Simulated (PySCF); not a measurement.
BrClGaH.
SMILES: `[Cl][GaH][Br]`

Jobs on this species (4 atoms, 84 electrons) with PySCF (density fitting). Hardware of each: an Arm Neoverse V2 with one thread, shared host. Other jobs ran on the host; a repeat could differ by tens of per cent or more. Peak memory is the resident size of the whole Python process, interpreter and libraries included.

```
                                                                 level and settings                                                          work  basis functions  SCF cycles  wall time  peak memory
                                                 PBE0-D3(BJ)/def2-SVP, grid level 1  geometry optimisation from a GFN2-xTB start shaken at random               87           ?          ?            ?
 delta-SCF UKS SCAN, pcX-2 on the ionised atom, pcseg-1 elsewhere, non-relativistic                                 ΔSCF core ionisation, 2 holes              119           ?          ?            ?
   delta-SCF UKS B3LYP, pcX-2 on the ionised atom, pcseg-1 elsewhere, spin-free X2C                                 ΔSCF core ionisation, 2 holes              119          23      7.5 s     0.40 GiB
delta-SCF UKS SCAN, def2-TZVP on the ionised atom, pcseg-1 elsewhere, spin-free X2C                                 ΔSCF core ionisation, 2 holes               96          26      3.0 s     0.40 GiB
      delta-SCF UKS HF, pcX-2 on the ionised atom, pcseg-1 elsewhere, spin-free X2C                                 ΔSCF core ionisation, 2 holes              119          21      5.3 s     0.40 GiB
    delta-SCF UKS PBE0, pcX-2 on the ionised atom, pcseg-1 elsewhere, spin-free X2C                                 ΔSCF core ionisation, 2 holes              119          22      7.3 s     0.40 GiB
    delta-SCF UKS SCAN, pcX-1 on the ionised atom, pcseg-1 elsewhere, spin-free X2C                                 ΔSCF core ionisation, 2 holes               99          24      2.6 s     0.40 GiB
    delta-SCF UKS SCAN, pcX-2 on the ionised atom, pcseg-1 elsewhere, spin-free X2C                                 ΔSCF core ionisation, 2 holes              119          25      3.5 s     0.36 GiB
     delta-SCF UKS PBE, pcX-2 on the ionised atom, pcseg-1 elsewhere, spin-free X2C                                 ΔSCF core ionisation, 2 holes              119          26      2.6 s     0.40 GiB
```

**Question.** Fill in the missing figures.

**Answer.** 
- PBE0-D3(BJ)/def2-SVP, grid level 1; geometry optimisation from a GFN2-xTB start shaken at random: 21 s, 0.36 GiB, 40 SCF cycles
- delta-SCF UKS SCAN, pcX-2 on the ionised atom, pcseg-1 elsewhere, non-relativistic; ΔSCF core ionisation, 2 holes: 3.2 s, 0.40 GiB, 25 SCF cycles

**Question.** What do all jobs in the table cost together?

**Answer.** About 56 s; the longest takes about 38 % of that, and about 8.1 times as long as the shortest.
